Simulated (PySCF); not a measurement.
Mapped SMILES: `[CH3:1]/[CH:2]=[C:3]1[CH:4]=[C:5]/1[O:6][CH3:7]`. Hydrogens are named by the atom that carries them.

GIAO PBE0/pcSseg-1 shifts (PySCF 2.14.0 with density-fitted response routines, gas phase, non-relativistic, equivalent atoms averaged), each against references optimised in the same way as the molecule (TMS, H2O).

On the GFN2-xTB geometry: C5 162.6, C3 120.4, C4 96.9, C2 73.3, C7 60.3, C1 19.4, O6 111.8, H(C4) 5.99, H(C7) 4.08, H(C2) 3.91, H(C1) 1.79 ppm.

Question: What changes on the PBE0-D3(BJ)/def2-SVP geometry?

Answer: 
```csv
atoms,δ (ppm),change
C5,157.5,-5.1
C3,120.4,+0.0
C4,95.4,-1.5
C2,72.5,-0.8
C7,58.8,-1.5
C1,18.3,-1.1
O6,108.8,-3.0
H(C4),6.09,+0.10
H(C7),3.83,-0.25
H(C2),3.72,-0.19
H(C1),1.70,-0.09
```

Bonds between heavy atoms that differ most (equivalent bonds averaged): C2–C3 1.313 → 1.335 Å, C5–C3 1.444 → 1.426 Å, C5–O6 1.317 → 1.308 Å, C4–C5 1.330 → 1.327 Å, C1–C2 1.500 → 1.498 Å. Mean change of bonds to hydrogen: C–H +0.013 Å.
